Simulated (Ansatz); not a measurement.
Correlation energies of C2H9FSi2 (`CC(F)([SiH3])[SiH3]`) by basis set

Cartesian coordinates in Å:
```
C -1.519 -0.407 -0.024
C -0.041 -0.318 0.303
F 0.239 -1.269 1.322
Si 0.423 1.380 1.023
Si 1.042 -0.802 -1.183
H -2.130 -0.186 0.856
H -1.783 -1.407 -0.380
H -1.779 0.312 -0.807
H 1.855 1.398 1.411
H 0.178 2.421 -0.010
H -0.429 1.650 2.211
H 0.655 -2.163 -1.640
H 2.476 -0.784 -0.800
H 0.812 0.174 -2.282
```

Total charge 0; spin multiplicity 1. The structure was optimised at the PBE0-D4/def2-TZVP level. Frozen core, restricted reference, Ansatz 0.2.0. CBS rows extrapolate triple and quadruple zeta; past MP2 they add the triple-zeta difference.

```csv
basis,HF (Eh),MP2 corr.
def2-TZVPP,-758.35161,-0.85474
def2-QZVPP,-758.37773,-0.91991
```

(1) Estimate the CCSD correlation energy and the (T) correction in each basis where they were run (hartree).

Results:

(1) 
```
     basis  CCSD corr.       (T)
def2-TZVPP    -0.91816  -0.03247
 CBS(def2)    -1.03160     as TZ
```
